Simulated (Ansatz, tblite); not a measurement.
Cost and result up the ladder for TeO2F2 (5 atoms). Total charge 0; singlet. Geometry: B3LYP-D4/def2-SVP.

```csv
atom,x (Å),y (Å),z (Å)
Te1,0.1197,-0.0735,0.1804
O2,0.0109,0.9877,1.6366
O3,1.0148,-1.6174,-0.0910
F4,0.5251,1.0650,-1.3008
F5,-1.6705,-0.3618,-0.4252
```

Ansatz on 4 threads of Arm Neoverse V2 on a shared host; xTB runs through tblite on one thread. Times are rough, summed over both states, and most runs start from the orbitals of an earlier one. PBE0-D4/def2-TZVP serves as the yardstick here, not as an exact answer. The other state is a triplet.

In the def2 sets Te takes a core potential; there is no spin–orbit coupling. The xTB rows come from tblite.

xTB has no spin-polarisation term.

```tsv
level	functions	wall time	vertical triplet (eV)	difference from PBE0-D4/def2-TZVP (eV)
GFN1-xTB	25	0.006 s	4.35	1.68
GFN2-xTB	25	0.006 s	4.85	2.18
PBE-D4/def2-TZVP	174	6.8 s	2.55	-0.12
PBE0-D4/def2-TZVP	174	11 s	2.67	0.00
r2SCAN-D4/def2-TZVP	174	16 s	2.56	-0.10
```
